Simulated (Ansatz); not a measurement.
`[SiH2]` + `[SiH3]OB(Cl)Br` → `[SiH]Br` + `[SiH3]OBCl` at 298.15 K and 1 bar (redistribution).

Isolated molecules relaxed with PBE0-D4/def2-TZVP in Ansatz; ΔE leaves out vibrations. CBS: MP2 limit from def2 TZ/QZ plus the TZ coupled-cluster correction, frozen cores. This one scheme is used for every species. For Br outer-core shells are correlated without core-valence functions, which leaves a few kJ/mol of doubt a bond. Scalar relativity is left out up to krypton. One conformer a species, not always the lowest.

```
         species  CCSD(T)/CBS energy (Eh)  H − E (kJ/mol)  S (J/(mol·K))
        `[SiH2]`               -290.19011            40.6          207.5
`[SiH3]OB(Cl)Br`              -3424.11513           116.4          367.1
       `[SiH]Br`              -2862.97869            30.2          263.1
    `[SiH3]OBCl`               -851.35221           134.0          324.4
```

H − E and S are ideal-gas, rigid-rotor, harmonic terms from PBE0-D4/def2-TZVP, for one conformer and one mirror image of each species. 1 Eh = 2625.50 kJ/mol, R = 8.31446 J/(mol·K).

**Question.** By hand: ΔE, ΔH, ΔS and ΔG.

**Answer.** ΔE = (-2862.97869) + (-851.35221) − (-290.19011) − (-3424.11513) = -0.02566 Eh = -67.4 kJ/mol. Δ(H − E) = 30.2 + 134.0 − 40.6 − 116.4 = 7.2, so ΔH = -60.2 kJ/mol. ΔS = 263.1 + 324.4 − 207.5 − 367.1 = 12.9 J/(mol·K). ΔG = -60.2 − 298.15 × (12.9)/1000 = -64.0 kJ/mol.

**Question.** By hand: the equilibrium constant, and the temperature at which ΔG would vanish if ΔH and ΔS stayed fixed.

**Answer.** log₁₀ K = −ΔG/(RT ln 10) = 11.2. ΔH and −TΔS have one sign here, so there is no such temperature.

The number of gas molecules stays the same, so ΔS is small and ΔH decides. A doubt of 5 kJ/mol in ΔE shifts log₁₀ K by 0.9 here. Other conformers and mirror images would add mixing entropy, several J/(mol·K) or more a flexible species. These are equilibria of isolated gas molecules and say nothing of rates. Largest T1 diagnostic: 0.014 (customary marks: 0.02 for closed shells, 0.045 for open ones).

ΔS is within the doubt of such terms, so its sign, and with it that verdict, could turn.
